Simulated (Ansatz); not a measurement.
Level of theory: frozen-core CCSD(T)/cc-pVTZ // B3LYP-D3(BJ)/def2-TZVP (Ansatz, a program for electronic structure). The geometry is that of the parent before the electron was removed.

Ansatz 0.2 input:
```yaml
crystal:
  periodic: [false, false, false]
  atoms:
    - { symbol: Si, position_ang: [-1.790916, 0.250089, 0.048308] }
    - { symbol: Si, position_ang: [0.320972, -0.719667, 0.264724] }
    - { symbol: C, position_ang: [1.831193, 0.287146, 0.393845] }
    - { symbol: O, position_ang: [1.451556, -0.313761, -0.904916] }
    - { symbol: H, position_ang: [-2.532262, 0.111126, 1.325474] }
    - { symbol: H, position_ang: [-1.629008, 1.685193, -0.27814] }
    - { symbol: H, position_ang: [-2.563069, -0.420065, -1.025205] }
    - { symbol: H, position_ang: [0.353662, -2.128214, 0.720263] }
    - { symbol: H, position_ang: [1.804241, 1.373026, 0.380799] }
    - { symbol: H, position_ang: [2.753638, -0.124869, 0.793631] }
basis:
  gaussian: { orbitals: cc-pVTZ }
correlation:
  method: ccsd_t
total_charge: 1
magnetization:
  spin_polarized: true
  initial_magnetization: 1
```

Output:

```
Functional definition: HF
1219 factors; integrals over basis functions are off by at most 1.0e-3 eV
mean field evaluation 1: about -18869.9991 eV, gradient 4.1e1 eV
mean field evaluation 2: about -18870.0128 eV, gradient 4.1e1 eV
mean field evaluation 4: about -18877.9482 eV, gradient 5.3e0 eV
mean field evaluation 8: about -18878.4410 eV, gradient 1.5e0 eV
mean field evaluation 16: about -18879.3967 eV, gradient 3.7e-2 eV
mean field evaluation 32: about -18878.1460 eV, gradient 1.8e0 eV
mean field evaluation 64: about -18879.3942 eV, gradient 2.2e-1 eV
mean field evaluation 96: about -18877.8768 eV, gradient 2.0e0 eV
mean field evaluation 128: about -18877.7474 eV, gradient 3.3e0 eV
mean field evaluation 160: about -18878.3388 eV, gradient 2.4e0 eV
mean field evaluation 192: about -18879.2454 eV, gradient 3.3e-2 eV
mean field evaluation 224: about -18879.3965 eV, gradient 4.3e-2 eV
mean field evaluation 256: about -18876.5815 eV, gradient 2.5e0 eV
mean field -18879.39670690 eV, -693.8050320638 hartree, gradient 3.0e-6 eV, S^2 0.774529; 7 other end points of the search recorded, 0 dependent functions left out
determinant -18879.39670690 eV, -693.8050320638 hartree, with singles and doubles -18897.58410545 eV, -694.4734066327 hartree
determinant -18879.24566570 eV, -693.7994814022 hartree, with singles and doubles -18897.08137464 eV, -694.4549316161 hartree
determinant -18879.12445846 eV, -693.7950271182 hartree, with singles and doubles -18897.34725159 eV, -694.4647024139 hartree
determinant -18879.39670690 eV, -693.8050320638 hartree, with singles and doubles -18897.34061123 eV, -694.4644583853 hartree
determinant -18879.24566570 eV, -693.7994814022 hartree, with singles and doubles -18896.87626169 eV, -694.4473938544 hartree
determinant -18879.12445846 eV, -693.7950271182 hartree, with singles and doubles -18897.30293266 eV, -694.4630737232 hartree
12 core orbitals not correlated
reference -18879.39670690 eV, -693.8050320638 hartree; 12, 11 occupied and 188, 189 virtual orbitals, 1219 factors
second order -16.55253393 eV of doubles, -0.00000000 eV of singles
cycle   1  -17.94390562 eV  change   -1.3e-6 eV  update   4.9e-6
perturbative correction -0.72652142 eV, -0.0266991696 hartree
Total energy: -18898.06713394 eV, -694.4911576022 hartree
```

Cost: roughly 120 core-minutes.
